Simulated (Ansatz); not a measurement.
Born–Oppenheimer molecular dynamics of ClH3O2Sn (7 atoms, charge 0, multiplicity 1). It goes on from the last frame of an earlier run, with new velocities.

The calculation used Ansatz 0.2.0, RKS BHLYP-D4/def2-SVP.

* ensemble: NVT, Nosé–Hoover chain
* time step: 0.5 fs
* steps asked: 150
* set temperature: 3000 K
* thermostat: time constant 100 fs, chain length 3 (defaults)
* seed: 61330

Frames 5 fs apart, positions in Å, forces in eV/Å.

Velocities at 15 fs (Å/ps):

```
Sn -4.14 1.24 -2.40
H 24.77 16.40 8.45
Cl 9.41 -2.62 -0.93
O 7.09 3.38 8.37
H -22.90 29.68 18.79
O 2.33 -4.96 6.45
H 5.23 -75.52 52.58
```

```xyz
7
Properties=species:S:1:pos:R:3:forces:R:3 time_fs=15 energy_less_start_eV=0.873 T=1673
Sn -0.092 0.070 0.337 2.04 3.69 -0.69
H 0.242 0.588 1.969 0.01 -0.45 -0.62
Cl 1.991 -0.372 -0.992 -1.74 0.37 1.04
O -1.128 1.766 -0.298 0.98 -1.93 -1.08
H -1.275 1.734 -1.275 0.18 0.10 1.48
O -1.212 -1.425 0.058 -4.84 -0.45 3.34
H -2.026 -1.224 0.794 3.37 -1.34 -3.47
7
Properties=species:S:1:pos:R:3:forces:R:3 time_fs=20 energy_less_start_eV=0.545 T=2196
Sn -0.111 0.079 0.324 1.79 2.36 -0.63
H 0.354 0.608 1.916 -0.15 -0.45 -0.56
Cl 2.032 -0.384 -0.993 -2.04 0.40 1.07
O -1.085 1.770 -0.256 0.96 -1.39 0.87
H -1.386 1.881 -1.146 -0.09 -0.17 -0.56
O -1.226 -1.456 0.107 3.33 0.99 -5.10
H -1.739 -1.690 0.771 -3.81 -1.75 4.91
7
Properties=species:S:1:pos:R:3:forces:R:3 time_fs=25 energy_less_start_eV=0.804 T=1798
Sn -0.126 0.094 0.310 1.42 -0.38 -1.50
H 0.448 0.536 1.769 0.30 0.11 1.07
Cl 2.059 -0.393 -0.987 -2.09 0.43 0.93
O -1.030 1.755 -0.208 0.08 -0.29 -0.04
H -1.470 1.969 -1.030 0.15 -0.38 -0.02
O -1.240 -1.497 0.143 -1.69 -2.98 2.76
H -1.580 -2.198 0.908 1.84 3.48 -3.20
7
Properties=species:S:1:pos:R:3:forces:R:3 time_fs=30 energy_less_start_eV=0.498 T=2272
Sn -0.138 0.107 0.294 2.53 -2.81 0.16
H 0.584 0.466 1.802 -0.32 -0.15 -0.10
Cl 2.072 -0.399 -0.974 -2.07 0.45 0.79
O -0.974 1.736 -0.161 -1.34 1.38 -1.22
H -1.534 1.978 -0.918 0.63 -0.55 0.66
O -1.272 -1.553 0.195 0.04 2.07 -0.81
H -1.115 -2.333 0.700 0.54 -0.40 0.52
7
Properties=species:S:1:pos:R:3:forces:R:3 time_fs=35 energy_less_start_eV=0.821 T=1797
Sn -0.144 0.116 0.278 3.36 -4.31 1.32
H 0.652 0.369 1.833 -0.68 -0.15 -0.69
Cl 2.071 -0.402 -0.956 -2.02 0.43 0.65
O -0.931 1.734 -0.123 -0.40 2.03 0.27
H -1.547 1.905 -0.795 -1.08 0.24 -1.28
O -1.292 -1.591 0.238 2.81 -0.99 0.91
H -0.692 -2.384 0.562 -2.01 2.74 -1.17
7
Properties=species:S:1:pos:R:3:forces:R:3 time_fs=40 energy_less_start_eV=0.991 T=1554
Sn -0.145 0.115 0.263 2.13 -3.70 0.39
H 0.583 0.242 1.741 0.11 0.13 0.74
Cl 2.056 -0.403 -0.934 -1.95 0.33 0.49
O -0.906 1.764 -0.093 -2.40 2.27 -1.88
H -1.620 1.831 -0.761 0.93 0.07 0.80
O -1.291 -1.625 0.291 3.98 0.93 -0.75
H -0.390 -2.101 0.200 -2.80 -0.02 0.21
7
Properties=species:S:1:pos:R:3:forces:R:3 time_fs=45 energy_less_start_eV=0.812 T=1842
Sn -0.141 0.108 0.250 1.61 -1.77 1.09
H 0.518 0.140 1.785 0.06 0.25 0.41
Cl 2.028 -0.401 -0.908 -1.77 0.29 0.32
O -0.905 1.826 -0.083 -0.42 0.40 -0.46
H -1.637 1.788 -0.687 -0.39 0.34 -0.35
O -1.251 -1.632 0.329 1.42 2.08 -0.94
H -0.455 -2.016 -0.051 -0.52 -1.60 -0.06
7
Properties=species:S:1:pos:R:3:forces:R:3 time_fs=50 energy_less_start_eV=0.784 T=1930
Sn -0.133 0.097 0.239 1.70 -0.47 2.22
H 0.462 0.100 1.912 -0.39 0.35 -0.92
Cl 1.988 -0.397 -0.879 -1.32 0.30 0.09
O -0.915 1.895 -0.082 0.14 -1.14 -0.29
H -1.680 1.827 -0.648 -0.22 0.29 -0.20
O -1.185 -1.609 0.358 2.29 -1.91 -4.13
H -0.718 -2.260 -0.388 -2.20 2.57 3.23
7
Properties=species:S:1:pos:R:3:forces:R:3 time_fs=55 energy_less_start_eV=0.442 T=2495
Sn -0.122 0.084 0.232 0.62 1.09 1.09
H 0.329 0.140 1.866 -0.03 0.28 -0.01
Cl 1.938 -0.391 -0.850 -0.62 0.26 -0.23
O -0.925 1.948 -0.087 -0.55 -1.92 -0.86
H -1.742 1.937 -0.629 1.02 0.06 0.58
O -1.104 -1.596 0.347 -0.19 2.68 2.38
H -1.173 -2.216 -0.300 -0.24 -2.46 -2.95
7
Properties=species:S:1:pos:R:3:forces:R:3 time_fs=60 energy_less_start_eV=1.100 T=1531
Sn -0.110 0.074 0.227 -0.50 3.01 0.24
H 0.188 0.251 1.827 0.34 0.21 0.92
Cl 1.885 -0.383 -0.823 0.37 0.10 -0.67
O -0.934 1.973 -0.098 2.03 -2.22 0.73
H -1.724 2.058 -0.583 -1.23 -0.04 -0.94
O -1.024 -1.581 0.333 -4.55 -4.30 -3.05
H -1.725 -2.179 -0.293 3.54 3.24 2.76
7
Properties=species:S:1:pos:R:3:forces:R:3 time_fs=65 energy_less_start_eV=0.889 T=1903
Sn -0.099 0.070 0.223 -1.30 3.90 2.78
H 0.117 0.403 1.938 0.20 -0.18 -0.82
Cl 1.832 -0.374 -0.799 1.47 -0.17 -1.17
O -0.927 1.968 -0.109 -0.38 -1.69 -0.71
H -1.754 2.147 -0.608 1.21 -0.59 0.49
O -0.987 -1.605 0.293 4.24 -0.41 1.27
H -1.812 -1.719 0.020 -5.45 -0.87 -1.83
7
Properties=species:S:1:pos:R:3:forces:R:3 time_fs=70 energy_less_start_eV=1.261 T=1366
Sn -0.090 0.073 0.225 -1.96 3.65 3.12
H 0.096 0.520 1.900 0.22 -0.32 -0.53
Cl 1.790 -0.367 -0.783 2.66 -0.42 -1.76
O -0.915 1.933 -0.122 0.91 -1.70 0.18
H -1.684 2.143 -0.633 -0.33 -0.20 -0.53
O -0.961 -1.644 0.251 -6.05 0.99 -0.57
H -2.029 -1.337 0.249 4.56 -2.00 0.09
```

Of the whole run (75 fs, mean temperature of the second half 1822 K): The conserved energy stayed within 2.4 meV per atom of its start (net change 0.13 meV per atom), so the integration is sound. The mean temperature of the second half is 39 % below the set value. A run of 0.075 ps of so small a system gives no equilibrium averages.

Run time: 6.3 min on 1 thread of Intel(R) Xeon(R) 6975P-C (Granite Rapids), with other jobs on the host, peak memory 0.21 GiB.
